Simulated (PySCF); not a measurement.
Steps of a relaxation of [Re3]+

[Re3]+ (triplet). PySCF 2.14.0, UKS PBE, Re def2-SVP with ECP60; non-relativistic Hamiltonian with scalar-relativistic core potentials where named; density fitting; no spin-orbit coupling. Origin of the start: template. Columns: position (Å) and force (eV/Å). Energies are counted from the last step; some of the 5 steps are shown. Forces carry noise of the integration grid, about 0.01 to 0.03 eV/Å.

Run from Python with OMP_NUM_THREADS=2. Where DIIS fails, smearing, a level shift and second-order steps follow.
It took 34 s on 2 threads of Intel(R) Xeon(R) CPU @ 2.80GHz (Skylake/Cascade Lake), with other jobs on the host, from the converged density of the start.

```xyz
3
step 0  E = 0.338 eV
Re    1.3848    0.0000    0.0000    -3.41   -0.27    0.00
Re   -0.6924    1.1993    0.0000     1.47   -2.54    0.00
Re   -0.6924   -1.1993    0.0000     1.94    2.81    0.00
```

```xyz
3
step 1  E = 0.034 eV
Re    1.3406    0.0000    0.0000    -1.26   -0.13    0.00
Re   -0.6703    1.1610    0.0000     0.51   -0.89    0.00
Re   -0.6703   -1.1610    0.0000     0.74    1.02    0.00
```

```xyz
3
step 3  E = 0.000 eV
Re    1.3224    0.0000    0.0000    -0.08   -0.08    0.00
Re   -0.6612    1.1453    0.0000    -0.03    0.05    0.00
Re   -0.6612   -1.1453    0.0000     0.11    0.03    0.00
```

Problem. Where does the relaxation end?

Solution. It converges at step 4 in D3h:
```xyz
3
step 4  E = 0
Re    1.3219    0.0000    0.0000
Re   -0.6610    1.1448    0.0000
Re   -0.6610   -1.1448    0.0000
```

The relaxed state isn't the lowest spin state tried at its geometry. No frequency check is given that shows the relaxed geometry to be a minimum. The relaxed state is spin-contaminated (spin squared 2.88 against 2.00). Open shells may have lower solutions than the one found.
